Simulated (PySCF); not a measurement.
A compound of formula C37H21P has these computed shifts in ppm, with the number of atoms in brackets (GIAO KT3/pcSseg-1, gas phase, PySCF SCF with an in-house response code, fitting set def2-universal-JFIT, grid level 2, non-relativistic, on the GFN2-xTB geometry; 13C, 1H against isolated TMS; 31P against isolated PH3).

1H: 10.87 (1), 10.43 (1), 9.54 (1), 9.50 (1), 9.39 (1), 9.27 (1), 9.23 (1), 9.18 (1), 9.17 (1), 9.12 (1), 9.01 (1), 9.00 (1), 9.00 (1), 8.13 (1), 8.09 (1), 8.01 (1), 8.00 (1), 7.87 (1), 7.86 (1), 7.78 (1), 7.76 (1)
13C: 147.0 (1), 139.9 (1), 125.5 (1), 124.0 (1), 123.9 (1), 122.8 (1), 122.6 (1), 122.5 (1), 122.4 (1), 122.2 (1), 122.2 (1), 121.9 (1), 121.7 (1), 121.2 (1), 121.1 (1), 120.7 (1), 120.7 (1), 120.7 (1), 120.6 (1), 120.5 (1), 120.5 (1), 120.4 (1), 120.1 (1), 118.7 (1), 118.4 (1), 118.3 (1), 117.7 (1), 117.0 (1), 116.9 (1), 116.4 (1), 116.3 (1), 116.2 (1), 115.4 (1), 115.4 (1), 115.1 (1), 115.1 (1), 115.0 (1)
31P: 447.5 (1)

Q: Which structure gave them?

A: c1ccc2c(c1)ccc1c2ccc2c1ccc1c2ccc2c3ccc4c5ccccc5ccc4c3cpc21. Other isomers were not compared.
